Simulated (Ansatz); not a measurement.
```yaml
crystal:
  periodic: [false, false, false]
  atoms:
    - {symbol: F, position_ang: [1.020765, -1.629329, 1.247282]}
    - {symbol: B, position_ang: [0.333875, -0.813236, 0.485373]}
    - {symbol: S, position_ang: [-1.110176, -0.973878, -0.507263]}
    - {symbol: Ga, position_ang: [0.119248, 1.025169, -0.266856]}
    - {symbol: H, position_ang: [-0.313713, 2.317673, -0.999835]}
basis:
  gaussian: {orbitals: def2-SVP, point_charges: [{charge: -1.00, position_ang: [5.443, -0.301, -0.714]}]}
magnetization: {spin_polarized: true, initial_magnetization: 0}
hamiltonian: {xc: {name: TPSS}, dispersion: d3bj}
```

```sh
$ ansatz run in.yaml --threads 2 --pin off --events-out ev --progress --plain --max-ram 4352MiB
```

It prints (some lines left out):

```
Error: YAML parse error: error: line 12 column 19: hamiltonian.xc: no functional is named "TPSS"; the names, which are not case-sensitive, are SVWN5, SPW92, PBE, PBE0, PBEsol, revPBE, revPBE0, RPBE, rPW86-PBE, HSE06, wPBEh, LC-wPBE, HISS, HF, BLYP, B3LYP, B3LYP5, BHLYP, CAM-B3LYP, r2SCAN, r2SCANh, r2SCAN0, r2SCAN50, m-r2SCAN, B97, wB97, wB97X, wB97X-V, B97M-V, wB97M-V, B2PLYP, B2GP-PLYP, PBE0-DH, PBE-QIDH
10 |   gaussian: {orbitals: def2-SVP, point_charges: [{charge: -1.00, position_ang: [5.4…
11 | magnetization: {spin_polarized: true, initial_magnetization: 0}
12 | hamiltonian: {xc: {name: TPSS}, dispersion: d3bj}
```

In this input the method's name isn't one that the program takes here. The input was rejected before any iteration.
